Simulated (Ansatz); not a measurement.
System: CH₃Cl₂Si (charge 0, doublet). It need not be the lowest isomer of its formula. 
Geometry from a B3LYP-D3(BJ)/def2-TZVP (Ansatz, an electronic-structure program) optimisation:
```
C
H 1 1.0903
H 1 1.0903 2 109.31
H 1 1.0925 2 109.07 3 -119.17
Si 1 1.8726 2 110.12 4 -119.74
Cl 5 2.0731 1 108.88 2 60.45
Cl 5 2.0731 1 108.88 2 178.94
```
Charge 0, spin multiplicity 2.

Parts of the frozen-core correlation energy in 6-31G* (Ansatz, hartree). Frozen orbitals: 16; correlated occupied orbitals by spin: 13 and 12; virtual: 49 and 50. Open shells are spin-unrestricted. Spin-orbit coupling is left out. No relativistic terms.

```tsv
term	value
reference (HF)	-1247.57199
MP2 opposite-spin	(withheld)
MP2 same-spin	(withheld)
CCSD correlation	-0.49816
(T)	(withheld)
T1 diagnostic	0.012
largest doubles amplitude	0.032
<S^2> of the reference	0.753
```

**Question.** Some entries are withheld; supply them.

**Answer.** 
- MP2 opposite-spin, value: -0.33674
- MP2 same-spin, value: -0.11548
- (T), value: -0.01331
